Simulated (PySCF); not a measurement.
How methods differ on the excitation energy of Xe²⁺

Xe²⁺ [Kr] 4d10 5s2 5p4 (3P) → Xe²⁺ [Kr] 4d10 5s2 5p3 6s1 (5S), as a difference of total energies. All numbers are calculated (PySCF 2.14, scalar relativity through the core potential, in aug-cc-pwCVDZ-PP with ECP28MDF). Correlated levels: valence: 4s2 4p6 4d10 frozen. The calculations carry no spin-orbit coupling.

```json
{"method": "UHF", "excitation energy (eV)": "13.944"}
{"method": "MP2 (valence)", "excitation energy (eV)": "13.902"}
{"method": "SCS-MP2 (valence)", "excitation energy (eV)": "14.065"}
{"method": "CCSD (valence)", "excitation energy (eV)": "13.928"}
{"method": "CCSD(T) (valence)", "excitation energy (eV)": "13.920"}
```

Task: How much does correlation contribute at CCSD(T) (valence)?

Result: 13.920 − (13.944) = -0.024 eV, measured against UHF.

The promoted electron is Rydberg-like, and one or two diffuse shells describe it only roughly, which tends to raise the upper state.
